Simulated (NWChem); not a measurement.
System: C2H6F2Si; SMILES FC(F)C[SiH3]

Input file for NWChem:

```
start job
memory heap 200 mb stack 900 mb global 1100 mb
geometry units angstroms noautosym nocenter noautoz
  F      0.368929     1.331363    -1.091740
  C     -0.411693     1.146924     0.000000
  F      0.368929     1.331363     1.091740
  C     -0.991962    -0.242838     0.000000
  Si     0.280876    -1.655107     0.000000
  H     -1.178863     1.942496     0.000000
  H     -1.639233    -0.355238     0.884733
  H     -1.639233    -0.355238    -0.884733
  H      1.139214    -1.603908    -1.218472
  H     -0.482446    -2.940305     0.000000
  H      1.139214    -1.603908     1.218472
end
basis spherical
  * library 6-31g*
end
dft
  xc b3lyp
  iterations 150
end
property
  shielding 8 1 2 4 5 6 7 9 10
end
task dft property
```

Coordinates come from a PBE0/def2-SVP optimisation.

GIAO values for the isolated, static molecule; σ is the absolute isotropic shielding, δ = σ(reference) − σ with the isolated reference molecule computed at the same levels (13C: tetramethylsilane, 19F: trichlorofluoromethane, 1H: tetramethylsilane, 29Si: tetramethylsilane).

Atoms are numbered as in the input.

What results follow from this input? (B3LYP/6-31G* (spherical d), GIAO.) Quantities: δ F1 (ppm); δ C2 (ppm); δ C4 (ppm); δ Si5 (ppm); δ H6 (ppm); δ H7 (ppm); δ H9 (rotor mean) (ppm).


```yaml
"δ F1 (ppm)": -122.8
"δ C2 (ppm)": 109.2
"δ C4 (ppm)": 17.6
"δ Si5 (ppm)": -45.7
"δ H6 (ppm)": 6.14
"δ H7 (ppm)": 0.91
"δ H9 (rotor mean) (ppm)": 4.03
```
